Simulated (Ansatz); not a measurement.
Consider the formal exchange of groups at the Si–Al bond: `[CH3][Al]([OH])[SiH2]O` + `Cl[SiH2]Cl` → `O[SiH2][SiH](Cl)Cl` + `[CH3][AlH][OH]`.

Isolated molecules relaxed with PBE0-D4/def2-TZVP in Ansatz; ΔE leaves out vibrations. CCSD(T)/CBS is the MP2 limit (def2-TZVPP, def2-QZVPP) plus CCSD(T) − MP2 in def2-TZVPP, frozen cores. Functionals use def2-TZVPP. One conformer a species, not always the lowest.

`[CH3][Al]([OH])[SiH2]O`:

```xyz
12

C    -1.572    1.225    1.247
Al   -0.692    0.005    0.013
O    -1.700   -0.800   -1.100
Si    1.731   -0.481   -0.119
O     2.127   -1.405   -1.448
H    -0.893    1.633    1.999
H    -2.012    2.067    0.703
H    -2.393    0.722    1.768
H    -1.369   -1.460   -1.708
H     2.191   -1.289    1.047
H     2.553    0.772   -0.098
H     2.028   -0.989   -2.305
```

`Cl[SiH2]Cl`:

Cartesian coordinates in Å:
```
Cl -0.190 -0.816 -1.775
Si 0.064 0.124 0.018
Cl -0.749 -0.994 1.518
H -0.636 1.422 -0.031
H 1.511 0.265 0.271
```

`O[SiH2][SiH](Cl)Cl`:

```xyz
9

O    -1.683   -0.940    0.807
Si   -0.550    0.251    0.924
Si    0.731    0.321   -1.040
Cl    2.437    1.420   -0.729
Cl    1.239   -1.637   -1.452
H    -1.374   -1.817    0.573
H    -1.289    1.519    1.131
H     0.403    0.031    2.047
H     0.085    0.853   -2.261
```

`[CH3][AlH][OH]`:

Cartesian coordinates in Å:
```
C -0.882 -0.172 -0.894
Al 0.247 -0.055 0.680
O 1.775 0.671 0.501
H -1.082 -1.216 -1.156
H -0.425 0.311 -1.760
H -1.856 0.295 -0.717
H -0.165 -0.596 2.117
H 2.388 0.763 1.229
```

Question: Is it downhill or uphill in electronic energy at CCSD(T)/CBS, and by how much? (Estimate.)

Answer: The calculation gave: Downhill: ΔE = -0.06 eV.

Question: What do these levels give: PBE0-D4, ωB97M-V, MP2/def2-TZVPP, CCSD/def2-TZVPP, HF/CBS(def2), CCSD/CBS(def2)? (Best estimate.)

Answer: Computed: PBE0-D4 -0.07, ωB97M-V -0.10, MP2/def2-TZVPP -0.07, CCSD/def2-TZVPP -0.03, HF/CBS(def2) -0.04, CCSD/CBS(def2) -0.06 eV.

Largest T1 diagnostic among the species: 0.012.

The D4 term adds −0.06 eV with B3LYP and −0.03 eV with PBE0; it sums over pairs of atoms, weighted by their polarisabilities, and B3LYP, whose exchange is more repulsive, gets the larger term.

B3LYP here is the variant with VWN-RPA as its local correlation; programs differ in this.
